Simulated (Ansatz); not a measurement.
OsO3S (OsSO3), relaxed as a singlet with RKS r2SCAN-D4/def2-SVP in Ansatz, starting from the GFN2-xTB geometry. Force threshold 0.02 eV/Å.

In the def2 sets Os takes a core potential; there is no spin–orbit coupling. The restricted singlet is unstable towards broken spin symmetry in Hartree–Fock (as tested in another run); at r2SCAN-D4/def2-SVP this wasn't settled.

Start:

```xyz
5

Os   -0.069   -0.118    0.120
O    -1.183    0.764    0.927
O    -0.699   -1.314   -0.798
O     1.211   -0.572    1.027
S     0.740    1.240   -1.276
```

| step | energy (eV) | largest force component (eV/Å) | SCF passes |
| --- | --- | --- | --- |
| 1 | -19434.2573 | 5.732 | 33 |
| 2 | -19434.9417 | 1.627 | 44 |
| 3 | -19435.0590 | 0.432 | 39 |
| 4 | -19435.0693 | 0.263 | 35 |
| 5 | -19435.0709 | 0.042 | 35 |
| 6 | -19435.0709 | 0.003 | 37 |

Force components are those of the run's own axes.

End:

```xyz
5

Os   -0.034   -0.057    0.059
O    -1.230    0.745    0.984
O    -0.733   -1.374   -0.781
O     1.217   -0.618    1.084
S     0.781    1.304   -1.346
```

By distances, no bond broke or formed. The bond that changes most is Os1–O4, from 1.63 to 1.71 Å (atoms count from 1).

No frequencies were taken in this run, so the end may be a saddle point.

Run time 12 s (4 threads of Intel Xeon Platinum 8259CL on a shared host).
